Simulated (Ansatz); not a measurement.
Relaxation of F4H2W (7 atoms, charge 0, multiplicity 1), to a largest force component of 0.02 eV/Å in at most 40 steps.

Method: RHF/def2-SVP (Ansatz 0.2.0).

```xyz
7
Properties=species:S:1:pos:R:3
W 0.000 0.000 0.000
F 0.000 0.000 1.850
F 1.850 0.000 0.000
H 0.000 1.720 0.000
H -1.720 0.000 0.000
F 0.000 -1.850 0.000
F 0.000 0.000 -1.850
```

Task: Where does it end, and by what steps?

Result: It converged. After 11 steps the energy has fallen by 1.531 eV; F3 moved furthest, 0.77 Å.

| step | energy less start (eV) | largest force component (eV/Å) | accepted |
| --- | --- | --- | --- |
| 0 | 0.0000 | 1.341 | yes |
| 1 | -0.5931 | 1.003 | yes |
| 2 | -0.9631 | 1.285 | yes |
| 3 | -1.2449 | 1.222 | yes |
| 4 | -1.4068 | 0.745 | yes |
| 5 | -1.4732 | 0.255 | yes |
| 6 | -1.5054 | 0.313 | yes |
| 7 | -1.5202 | 0.263 | yes |
| 8 | -1.5271 | 0.203 | yes |
| 9 | -1.5306 | 0.070 | yes |
| 10 | -1.5311 | 0.061 | yes |
| 11 | -1.5312 | 0.013 | yes |

```xyz
7
Properties=species:S:1:pos:R:3
W 0.131 -0.131 0.000
F 0.358 -0.358 1.790
F 1.799 0.765 0.000
H -0.284 1.468 0.000
H -1.468 0.284 0.000
F -0.765 -1.799 0.000
F 0.358 -0.358 -1.790
```

Run time: 37 s on 1 thread of Intel(R) Xeon(R) Platinum 8259CL CPU @ 2.50GHz (Skylake/Cascade Lake) (shared host), peak memory 0.21 GiB.
